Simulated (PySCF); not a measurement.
# Ca¹⁶⁺ (calcium, charge +16): Hartree-Fock from Schrödinger to Dirac-Coulomb-Breit

Occupied: 1s1/2, 2s1/2. Hartree-Fock calculated with PySCF 2.14 in an even-tempered Gaussian basis (20 s from 1.1 bohr⁻², ratio 2.3; 13 p from 1.3 bohr⁻², ratio 2.3), Gaussian nucleus throughout. NR is non-relativistic, sf-X2C the spin-free one-electron X2C Hamiltonian, X2C adds the bare one-electron spin-orbit term, X2C-SNSO screens it by Boettger's factors, DC is four-component Dirac-Coulomb, and the Gaunt and Breit terms are added at first order (total energies over the DC spinors, levels after relaxing the spinors in that mean field). QED terms are absent. Levels marked empty are virtual spinors of this ion.

```tsv
Hamiltonian	E (hartree)	E − E(DC) (hartree)	CPU seconds
NR	-469.3911	2.5670	0.36
sf-X2C	-471.8983	0.0598	0.2
X2C	-471.8983	0.0598	0.2
X2C-SNSO	-471.8983	0.0598	0.2
DC	-471.9581	0.0000	3.4
DC+Gaunt	-471.8353	0.1228	6
DC+Breit	-471.8374	0.1206	48
```

Q: Give the 2p spin-orbit interval with each Hamiltonian that has one.

A: X2C 5.321; X2C-SNSO 4.785; DC 4.846; DC+Gaunt 4.636; DC+Breit 4.636 (eV).

| level (eV) | NR | sf-X2C | X2C | X2C-SNSO | DC | DC+Gaunt | DC+Breit |
| --- | --- | --- | --- | --- | --- | --- | --- |
| 1s1/2 | -4906.2 | -4929.7 | -4929.7 | -4929.7 | -4931.1 | -4928.2 | -4928.3 |
| 2s1/2 | -1074.9 | -1081.5 | -1081.5 | -1081.5 | -1081.6 | -1081.3 | -1081.3 |
| 2p1/2 (empty) | -969.36 | -971.34 | -974.91 | -974.54 | -974.62 | -974.11 | -974.19 |
| 2p3/2 (empty) | -969.36 | -971.34 | -969.58 | -969.76 | -969.77 | -969.48 | -969.56 |
| 3s1/2 (empty) | -424.47 | -426.46 | -426.46 | -426.46 | -426.50 | -426.42 | -426.43 |

Weight of the small component: 1s1/2 0.00518, 2s1/2 0.00111, 2p1/2 0.00106, 2p3/2 0.00105, 3s1/2 0.000424.

Koopmans' value for the highest occupied level at DC+Breit: 1081.3 eV, against an ionisation energy of 1086.8 ± 0.4 eV (semi-empirical (NIST evaluation); NIST Atomic Spectra Database, ionization energies); the former lacks relaxation, correlation, QED and recoil.

The whole ladder took 60 s of wall time on 1 thread of Neoverse-V1 (shared host), launched as `OMP_NUM_THREADS=1 python relrun2.py TASK.json OUT` (a driver that calls PySCF for each Hamiltonian).

Dirac-Coulomb iterations, started from the X2C spinors:

```
with_ssss True, with_gaunt False, with_breit False
light speed = 137.03599967994
init E= -471.749434209175
cycle= 1 E= -471.958090263358  delta_E= -0.209  |g|= 0.0728  |ddm|= 0.00923
cycle= 2 E= -471.958091662802  delta_E= -1.4e-06  |g|= 0.00028  |ddm|= 0.000204
cycle= 3 E= -471.958091662942  delta_E= -1.4e-10  |g|= 2.39e-06  |ddm|= 8.59e-06
```
